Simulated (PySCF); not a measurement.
State search for ZnCl⁺

Unrestricted PBE0; Zn def2-TZVPPD, Cl def2-TZVPPD; no relativity (PySCF 2.14). Outer shells of the fragments: Zn+ 3d10 4s1; Cl 3s2 3p5.

Followed along the bond (rough minima from three points):

```json
{"2Ms+1": "1", "unpaired": "none", "⟨S²⟩ at the start": "0.00", "R at minimum (Å)": "2.06", "Te (eV)": "0.00"}
{"2Ms+1": "3", "unpaired": "σ ↑, π ↑", "⟨S²⟩ at the start": "2.01", "R at minimum (Å)": "none in the scan", "Te (eV)": "≤ 1.93"}
```

Solutions found at the starting distance of 2.260 Å, counted from the lowest of them; the search is not exhaustive and high or unbound solutions are not listed, so other states can lie among these:

```json
{"2Ms+1": "1", "unpaired": "none", "term": "¹Σ⁺", "E (eV)": "0.00", "⟨S²⟩": "0.00", "⟨Lz²⟩": "0.00", "μ (D)": "-5.74"}
{"2Ms+1": "3", "unpaired": "σ ↑, π ↑", "term": "³Π", "E (eV)": "1.81", "⟨S²⟩": "2.01", "⟨Lz²⟩": "1.01", "μ (D)": "0.29"}
{"2Ms+1": "1", "unpaired": "σ ↓, π ↑", "term": "mixed", "E (eV)": "1.88", "⟨S²⟩": "1.01", "⟨Lz²⟩": "1.01", "μ (D)": "0.30"}
{"2Ms+1": "3", "unpaired": "σ ↑↑", "term": "³Σ⁺", "E (eV)": "3.09", "⟨S²⟩": "2.01", "⟨Lz²⟩": "0.00", "μ (D)": "-0.64"}
{"2Ms+1": "3", "unpaired": "π ↑↑", "term": "mixed", "E (eV)": "6.16", "⟨S²⟩": "2.01", "⟨Lz²⟩": "2.01", "μ (D)": "-0.47"}
{"2Ms+1": "1", "unpaired": "π ↑↓", "term": "mixed", "E (eV)": "6.31", "⟨S²⟩": "1.02", "⟨Lz²⟩": "2.01", "μ (D)": "-0.28"}
{"2Ms+1": "3", "unpaired": "π ↑↑", "term": "mixed", "E (eV)": "6.32", "⟨S²⟩": "2.01", "⟨Lz²⟩": "2.01", "μ (D)": "-0.32"}
{"2Ms+1": "3", "unpaired": "σ ↑, π ↑", "term": "³Π", "E (eV)": "7.72", "⟨S²⟩": "2.01", "⟨Lz²⟩": "1.00", "μ (D)": "-1.22"}
{"2Ms+1": "1", "unpaired": "π ↑↓", "term": "mixed", "E (eV)": "8.50", "⟨S²⟩": "1.01", "⟨Lz²⟩": "2.03", "μ (D)": "5.79"}
{"2Ms+1": "1", "unpaired": "σ ↑, δ ↓", "term": "mixed", "E (eV)": "9.92", "⟨S²⟩": "1.01", "⟨Lz²⟩": "4.00", "μ (D)": "-3.58"}
```

A term symbol is given only where ⟨S²⟩ and ⟨Lz²⟩ are close to those of a pure state; real π, δ and φ orbitals otherwise mix terms. A positive dipole points towards Cl; it is taken about the centre of mass and depends on that origin.

Counting both spins, an empty level lies below a filled one in some of these solutions, because spin and occupation are held.
